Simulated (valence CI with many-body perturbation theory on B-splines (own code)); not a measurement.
E1 line list for Ce LIII

Calculated by relativistic CI+MBPT: four valence electrons over a frozen Dirac-Fock core [He], radial functions for each j: 11 s, 11 p, 10 d, 8 f, 5 g, 2 h, with the one-electron correlation potential Σ1, the two-electron term Σ2, the three-electron term Σ3, Breit, model QED; selected CI, second order for the rest, scaled by the run's own slope (own B-spline code, finite nucleus).

The last digits are not significant, and no measured levels were compared; by estimate large intervals hold to a few tenths of a per cent, small ones and those within an open d or f shell to about a per cent. Among the levels kept, up to 880 cm⁻¹ of a level comes from second order outside the variational space, and about a tenth of that is noise between levels of different J, which matters for small intervals.

Lines 201 to 250 of 548 in falling wavelength, among levels below 558.99 Ry, chosen from the strongest by gf and those to the six lowest levels. Wavelengths and rates use the calculated energies. Electric multipoles are in the length gauge with retardation, E1 and E2 with the static RPA response of the core. Weak lines are less certain than strong ones. Lines between different terms over intervals too small for the method are left out, as are lines whose strength nearly cancels. The highest levels of a list are the least certain.

Levels are named by their leading jj configuration (3d3/2^4 stands for four electrons in 3d with j = 3/2), which in mixed levels can hold well under half, so a name can repeat and another be missing. Letters in brackets count levels of one name in rising energy.

```tsv
λ vac (nm)	Upper	Lower	A (s⁻¹)	log gf	Branch %
1.736	(2s 2p1/2 2p3/2 3p1/2) J=2 [c]	(2s^2 2p1/2 3p1/2) J=1	1.12e+12	-0.60	8.4
1.736	(2p1/2 2p3/2^2 3p3/2) J=2 [c]	(2s 2p1/2 2p3/2 3p3/2) J=2 [d]	6.04e+11	-0.86	0.4
1.734	(2s 2p1/2 2p3/2 3p3/2) J=2 [e]	(2s^2 2p1/2 3p3/2) J=1	6.84e+11	-0.81	0.7
1.734	(2s 2p1/2 2p3/2 3d3/2) J=1 [d]	(2s^2 2p1/2 3d3/2) J=1	9.45e+11	-0.89	0.1
1.733	(2p1/2^2 2p3/2 3d3/2) J=2	(2s 2p1/2^2 3d3/2) J=2	4.54e+11	-0.99	1.1
1.733	(2s 2p1/2 2p3/2 3d5/2) J=2 [c]	(2s^2 2p1/2 3d5/2) J=2	1.13e+12	-0.60	0.1
1.733	(2s 2p1/2 2p3/2 3s) J=1 [b]	(2s^2 2p1/2 3s) J=0	1.18e+12	-0.80	1.7
1.733	(2s 2p1/2 2p3/2 3d5/2) J=2 [d]	(2s^2 2p1/2 3d5/2) J=3	1.33e+12	-0.53	0.2
1.733	(2s 2p3/2^2 3d3/2) J=1 [b]	(2s^2 2p3/2 3d3/2) J=2	9.99e+11	-0.87	0.1
1.731	(2s 2p1/2 2p3/2 3s) J=1 [c]	(2s^2 2p1/2 3s) J=1	1.19e+12	-0.79	1.6
1.731	(2s 2p3/2^2 3p3/2) J=2 [c]	(2s^2 2p3/2 3p3/2) J=2	7.24e+11	-0.79	4.7
1.731	(2s 2p1/2 2p3/2 3d5/2) J=1 [c]	(2s^2 2p1/2 3d5/2) J=2	1.35e+12	-0.74	0.2
1.731	(2s 2p1/2 2p3/2 3p1/2) J=1 [b]	(2s^2 2p1/2 3p1/2) J=1	8.04e+11	-0.97	0.6
1.728	(2s 2p1/2 2p3/2 3d3/2) J=1 [c]	(2s^2 2p1/2 3d3/2) J=2	1.43e+12	-0.72	0.8
1.726	(2p1/2 2p3/2^2 3p1/2) J=0	(2s 2p1/2 2p3/2 3p1/2) J=1 [c]	2.22e+12	-1.00	1.1
1.722	(2p1/2^2 2p3/2 3d5/2) J=3	(2s 2p1/2^2 3d5/2) J=2	3.83e+11	-0.92	0.0
1.722	(2s 2p3/2^2 3d5/2) J=3 [c]	(2s^2 2p3/2 3d5/2) J=2	5.45e+11	-0.77	0.1
1.722	(2s 2p3/2^2 3s) J=1 [b]	(2s^2 2p3/2 3s) J=1	2.03e+12	-0.57	1.8
1.720	(2s 2p3/2^2 3s) J=1 [a]	(2s^2 2p3/2 3s) J=2	1.22e+12	-0.79	1.9
1.719	(2p1/2^2 2p3/2 3d3/2) J=3	(2s 2p1/2^2 3d3/2) J=2	7.70e+11	-0.62	8.5
1.719	(2s 2p3/2^2 3p1/2) J=1 [b]	(2s^2 2p3/2 3p1/2) J=2	1.44e+12	-0.72	1.2
1.718	(2s 2p3/2^2 3p3/2) J=2 [b]	(2s^2 2p3/2 3p3/2) J=3	1.41e+12	-0.50	4.3
1.717	(2s 2p1/2 2p3/2 3p3/2) J=1 [d]	(2s^2 2p1/2 3p3/2) J=2	7.79e+11	-0.99	5.5
1.717	(2p1/2 2p3/2^2 3p3/2) J=2 [c]	(2s 2p1/2 2p3/2 3p3/2) J=3 [c]	8.71e+11	-0.72	0.5
1.716	(2s 2p3/2^2 3d3/2) J=3 [b]	(2s^2 2p3/2 3d3/2) J=3	1.50e+12	-0.33	0.4
1.715	(2s 2p3/2^2 3d5/2) J=4 [b]	(2s^2 2p3/2 3d5/2) J=4	1.49e+12	-0.23	21.7
1.715	(2p1/2^2 2p3/2 3p1/2) J=2	(2s 2p1/2^2 3p1/2) J=1	8.64e+11	-0.72	0.2
1.714	(2s 2p3/2^2 3p1/2) J=2 [b]	(2s^2 2p3/2 3p1/2) J=2	1.93e+12	-0.37	2.3
1.713	(2s 2p1/2 2p3/2 3s) J=2 [c]	(2s^2 2p1/2 3s) J=1	7.36e+11	-0.79	2.0
1.713	(2s 2p3/2^2 3p1/2) J=1 [a]	(2s^2 2p3/2 3p1/2) J=1	1.91e+12	-0.60	1.2
1.713	(2s 2p1/2 2p3/2 3d5/2) J=2 [b]	(2s^2 2p1/2 3d3/2) J=2	5.98e+11	-0.88	0.1
1.712	(2s 2p3/2^2 3d3/2) J=2 [c]	(2s^2 2p3/2 3d3/2) J=3	1.36e+12	-0.52	0.2
1.712	(2s 2p1/2 2p3/2 3p3/2) J=2 [c]	(2s 2p1/2^2 3s) J=1	8.13e+11	-0.75	2.0
1.710	(2s 2p3/2^2 3d5/2) J=3 [b]	(2s^2 2p3/2 3d5/2) J=4	1.59e+12	-0.31	7.4
1.710	(2s 2p3/2^2 3p3/2) J=3 [b]	(2s^2 2p3/2 3p3/2) J=3	1.49e+12	-0.34	1.2
1.709	(2p1/2 2p3/2^2 3d3/2) J=4	(2s 2p1/2 2p3/2 3d3/2) J=4	4.05e+11	-0.80	11.5
1.706	(2s 2p3/2^2 3p3/2) J=1 [d]	(2s 2p1/2 2p3/2 3s) J=2 [c]	1.32e+12	-0.76	1.4
1.704	(2s 2p1/2 2p3/2^2) J=1 [a]	(2s^2 2p1/2 2p3/2) J=2	9.32e+10	-1.91	4.2
1.704	(2s 2p1/2 2p3/2^2) J=0	(2s^2 2p1/2 2p3/2) J=1	1.18e+12	-1.29	100.0
1.704	(2p1/2 2p3/2^2 3d5/2) J=3	(2s 2p1/2 2p3/2 3d5/2) J=2 [a]	3.31e+11	-1.00	1.3
1.701	(2s 2p3/2^2 3s) J=2 [b]	(2s^2 2p3/2 3s) J=2	1.85e+12	-0.40	6.1
1.701	(2s 2p3/2^2 3d5/2) J=2 [c]	(2s^2 2p3/2 3d5/2) J=3	1.62e+12	-0.45	0.2
1.701	(2s 2p3/2^2 3d3/2) J=2 [b]	(2s^2 2p3/2 3d3/2) J=2	9.11e+11	-0.70	0.2
1.701	(2p1/2 2p3/2^2 3p1/2) J=3	(2s 2p1/2 2p3/2 3p1/2) J=3	7.93e+11	-0.62	0.2
1.701	(2p1/2^2 2p3/2 3d5/2) J=1	(2s 2p1/2^2 3d5/2) J=2	1.00e+12	-0.88	0.2
1.700	(2p1/2^2 2p3/2 3d3/2) J=1	(2s 2p1/2^2 3d3/2) J=1	8.39e+11	-0.96	0.6
1.699	(2s 2p3/2^2 3d5/2) J=1 [b]	(2s^2 2p3/2 3d5/2) J=2	1.36e+12	-0.75	0.2
1.696	(2p1/2 2p3/2^2 3p3/2) J=4	(2s 2p1/2 2p3/2 3p3/2) J=4	8.26e+11	-0.49	0.6
1.695	(2p1/2 2p3/2^2 3d3/2) J=2 [b]	(2s 2p1/2 2p3/2 3d3/2) J=2 [b]	5.64e+11	-0.92	0.1
1.695	(2p1/2 2p3/2^2 3s) J=2 [b]	(2s 2p1/2 2p3/2 3s) J=2 [b]	5.96e+11	-0.89	0.7
```

(1) How does gf follow from A for the line at 1.718 nm?

Results:

(1) gf = 1.4992 × (2J+1)_upper × A / σ², with σ = 5819971 cm⁻¹ and 2J+1 = 5: gf = 0.313.
